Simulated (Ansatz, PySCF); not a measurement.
Here is a job for PySCF.
```python
from pyscf import gto, scf, mp

mol = gto.M(
    atom='''
C     0.000000    0.000000    0.000000
''',
    basis='cc-pvdz',
    charge=1,
    spin=1,
    verbose=4,
)

mf = scf.UHF(mol)
mf.kernel()

pt = mp.MP2(mf, frozen=1)
pt.kernel()
print('E(MP2) = %.10f' % pt.e_tot)
```

Question: Convert this to an input for Ansatz (an electronic-structure program).

Answer: This is not unique; one that fits is 
Ansatz 0.2 input:
```yaml
crystal:
  periodic: [false, false, false]
  atoms:
    - {symbol: C, position_ang: [0.00000000, 0.00000000, 0.00000000]}
basis:
  gaussian:
    orbitals: cc-pVDZ
total_charge: 1
magnetization: {spin_polarized: true, initial_magnetization: 1}
correlation: {method: mp2, electrons: outside_noble_gas}
accuracy: high
```

Both were run: PySCF gave -37.330820 Eh and Ansatz -37.330820 Eh, 0.000 mEh apart.
